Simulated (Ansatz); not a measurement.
```yaml
crystal:
  periodic: [false, false, false]
  atoms:
    - {symbol: N, position_ang: [-0.711163, 2.464623, 1.081817]}
    - {symbol: Ta, position_ang: [0.511370, -0.389639, -0.934549]}
    - {symbol: O, position_ang: [-1.171473, -3.358098, 0.111662]}
    - {symbol: F, position_ang: [-0.230076, 0.141816, -4.366910]}
    - {symbol: S, position_ang: [4.540782, -0.605968, -0.286496]}
    - {symbol: H, position_ang: [-2.563482, 2.841368, 1.359728]}
    - {symbol: H, position_ang: [0.380978, 3.687492, 2.053302]}
    - {symbol: H, position_ang: [-0.582707, -4.889688, 0.876000]}
basis:
  gaussian: {orbitals: def2-mTZVP, final_grid: {core_spheres: 5, valence_spheres: 4, degree: 11}}
hamiltonian: {xc: {name: B97M-V}}
output: {forces: true}
```

```sh
$ ansatz run in.yaml --threads 4 --pin off --events-out ev --progress --plain --max-ram 10444MiB
```

Shortened log:

```
Functional definition: B97M-V
1128 factors; their error is unknown
mean field evaluation 1: about -18574.0450 eV, gradient 1.3e2 eV
mean field evaluation 2: about -17177.2865 eV, gradient 5.8e2 eV
mean field evaluation 4: about -17973.4991 eV, gradient 4.3e2 eV
mean field evaluation 8: about -18658.4351 eV, gradient 6.2e0 eV
mean field evaluation 16: about -18658.6478 eV, gradient 3.4e0 eV
mean field evaluation 32: about -18658.6913 eV, gradient 9.4e-2 eV
mean field -18658.69141975 eV, -685.6942623603 hartree, gradient 3.1e-6 eV, S^2 0.000000; 10 other end points of the search recorded, 0 dependent functions left out
reference -18658.69148373 eV, -685.6942647116 hartree; 28, 28 occupied and 101, 101 virtual orbitals, 1128 factors
Total energy: -18658.69148373 eV, -685.6942647116 hartree
Atom 0 at    -0.711163     2.464623     1.081817 Å, force    -0.901568     1.953068     1.506089 eV/Å
Atom 1 at     0.511370    -0.389639    -0.934549 Å, force     0.235199    -0.384917    -0.378046 eV/Å
Atom 2 at    -1.171473    -3.358098     0.111662 Å, force     1.660234    -2.356476     1.291066 eV/Å
Atom 3 at    -0.230076     0.141816    -4.366910 Å, force     0.310241    -0.224109     1.524023 eV/Å
Atom 4 at     4.540782    -0.605968    -0.286496 Å, force    -1.377534     0.083439    -0.222692 eV/Å
Atom 5 at    -2.563482     2.841368     1.359728 Å, force     3.471340    -0.491658    -0.337456 eV/Å
Atom 6 at     0.380978     3.687492     2.053302 Å, force    -2.272154    -2.136051    -1.659320 eV/Å
Atom 7 at    -0.582707    -4.889688     0.876000 Å, force    -1.125759     3.556704    -1.723665 eV/Å
Dipole moment:     0.094306     0.211955     1.247593 e Å
```

Question: What is wrong with this run?

Answer: The coordinates are in bohr but typed as ångström. The calculation finished and met its thresholds. The result belongs to that input, not to the molecule as meant.
